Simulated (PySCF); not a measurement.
C2H9FSi2. Atoms are numbered in the order given.

```xyz
14

C     -2.2966    -0.8312     0.9225
Si    -0.8319    -0.5093    -0.1933
F     -1.0909     0.9112    -0.9751
C      0.7814    -0.3458     0.7450
Si     2.1291     0.6285    -0.1589
H     -2.1703    -1.7846     1.4627
H     -3.2341    -0.8887     0.3463
H     -2.4021    -0.0281     1.6702
H     -0.7094    -1.5542    -1.2435
H      0.5985     0.1390     1.7211
H      1.1636    -1.3610     0.9594
H      3.4333     0.4843     0.5483
H      1.7794     2.0722    -0.2153
H      2.2905     0.1140    -1.5474
```

Geometry optimised at TPSSh-D3(BJ)/def2-SVP. The structure was generated by enumeration; whether it is a known compound was not checked. Other conformers were not sampled.

The numbers are results of PySCF with PBE/pcSseg-1, not measurements.

GIAO shieldings, no solvent; atoms listed in one row are averaged. δ = σ(ref) − σ: ¹³C against TMS (σ = 182.0 ppm); ²⁹Si against TMS (σ = 335.4 ppm); ¹⁹F against CFCl3 (σ = 133.6 ppm); ¹H against TMS (σ = 31.49 ppm), references at their B3LYP-D3(BJ)/def2-TZVP geometries, non-relativistic.

Problem. Estimate the chemical shifts. (The exact figures need the calculation; the answer reports its results.)

Solution. 
```tsv
nucleus	atoms	count	δ (ppm)
¹³C	C1	1	4.0
¹³C	C4	1	-2.1
²⁹Si	Si2	1	30.5
²⁹Si	Si5	1	-75.2
¹⁹F	F3	1	-222.6
¹H	H9	1	5.59
¹H	H12, H13, H14	3	4.32
¹H	H6, H7, H8	3	0.70
¹H	H10	1	0.55
¹H	H11	1	0.06
```
